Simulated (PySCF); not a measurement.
The scaffold BH2-X carries different groups X. All species are isolated molecules in the gas phase. One relaxed conformer stands for each flexible species; it need not be the lowest. Strings in code marks are SMILES.

The numbers are results of M06-2X/def2-TZVP (PySCF), not measurements. Excitations are Tamm–Dancoff values on a coarser integration grid. The basis has no diffuse functions, so Rydberg states are missing or too high.

```csv
species,T1 excitation (TDA) (eV),LUMO (eV),S1 excitation (TDA) (eV)
X = cyanomethyl,5.22,-1.26,5.79
X = vinyl,3.90,-1.12,5.36
X = methylthio (`BSC`),4.35,-0.27,5.90
X = fluoromethyl (`BCF`),5.28,-0.78,5.73
X = mercapto,4.81,-0.37,6.18
X = AlH2 (`[BH2][AlH2]`),2.61,-1.36,3.42
X = hydroxy (`BO`),5.99,–,6.48
X = chloro (`BCl`),4.74,-0.85,5.08
```
